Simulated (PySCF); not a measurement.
## HMoN, triplet: computed properties

Computed with PySCF, UPBE0, basis Mo def2-TZVP with ECP28, N def2-TZVP, H def2-TZVP (scalar-relativistic core potentials, no spin–orbit coupling, density fitting).

The structure is a minimum.

| Item | Value |
| --- | --- |
| Point group | Cs |
| Bond lengths | Mo–H 1.717 Å, Mo–N 1.615 Å |
| Bond angles | H–Mo–N 100.4° |
| Heat capacity Cp at 298.15 K | 38.9 J/(mol K) |
| Highest occupied level (α) | -6.08 eV |
| Rotational constants | 5.97, 0.5229, 0.4808 cm⁻¹ |
| Rotational symmetry number | 1 |
| Atomisation energy without zero-point energy | 732 kJ/mol |
| Principal quadrupole moments (Buckingham, traceless) about the centre of mass | -4.36, 2.09, 2.27 D Å |
| Dipole moment | 4.45 D |
| Enthalpy at 298.15 K above 0 K | 10.43 kJ/mol |
| Entropy at 298.15 K and 1 bar (electronic part: spin only) | 261.3 J/(mol K) |
| Spin squared ⟨S²⟩ | 2.059 |
| Zero-point energy | 21.2 kJ/mol |
| Principal polarisabilities | 50.4, 55.6, 57.3 bohr³ |
| Lowest empty level (α) | -2.63 eV |

Harmonic modes (masses in u: Mo 97.905, N 14.003, H 1.008):
```csv
symmetry,ω (cm⁻¹),IR (km/mol),type
a',576,57.4,bend
a',1151,88.7,stretch
a',1820,180,stretch
```

Charges (e):
```json
{"atom": "Mo1", "Mulliken": "0.59", "Löwdin": "0.33", "polar tensor": "0.90", "spin (Mulliken)": "2.47", "Mayer order to Mo1": "–"}
{"atom": "N2", "Mulliken": "-0.48", "Löwdin": "-0.25", "polar tensor": "-0.58", "spin (Mulliken)": "-0.36", "Mayer order to Mo1": "2.93"}
{"atom": "H3", "Mulliken": "-0.11", "Löwdin": "-0.08", "polar tensor": "-0.31", "spin (Mulliken)": "-0.10", "Mayer order to Mo1": "0.94"}
```

Mulliken populations on Mo1 (electrons outside its core potential): s 2.60, p 6.16, d 4.62, f 0.03.

Outer orbital energies (eV). α occupied: -19.16, -9.38, -9.05, -8.95, -8.34, -6.79, -6.08; empty: -2.63, -1.84, -0.59, 0.56. β occupied: -19.62, -9.16, -8.94, -8.85, -8.13; empty: -2.17, -1.69, -1.68, -0.82.

Only a few start shapes were tried, so a lower isomer may exist. Other spin states or occupations of the open shell can lie lower.

The final relaxation and frequency run took of the order of 60 core-seconds on a shared host.
